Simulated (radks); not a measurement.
Values are calculated unless marked as measured or tabulated.
All-electron atom: He I in 2p2 (not the ground configuration). Level of theory: non-relativistic Kohn-Sham, PBEsol, spin-polarised, spherical densities, point nucleus; open shells are filled with parallel spins first (a radial shooting solver on a logarithmic mesh with Libxc functionals).

Normalised radial functions P(r) = r R(r), r in bohr:

```
   r/bohr * 1s up, o 2p up (the largest magnitude, 1.02, reaches the edge; | marks zero, & curves that meet)
   0.0305 o       *
  0.04068 o          *
  0.05469 o             *
  0.07295 o                 *
  0.09729 o                      *
   0.1298 |o                           *
   0.1731 |o                                  *
   0.2308 | o                                        *
   0.3104 |  o                                             *
   0.4139 |    o                                                *
   0.5521 |        o                                             *
   0.7364 |            o                                      *
   0.9821 |                 o                        *
     1.32 |                       o     *
    1.761 |                *           o
    2.349 |       *                     o
    3.133 | *                         o
    4.179 *                    o
    5.618 *           o
    7.493 *    o
    9.994 * o
```

1s up (empty): eigenvalue -39.552 eV, 0 radial nodes, <r> = 0.784 bohr, 90 % of the charge inside 1.39 bohr. 2p up: eigenvalue -3.328 eV, 0 radial nodes, <r> = 3.03 bohr, 90 % of the charge inside 4.96 bohr.
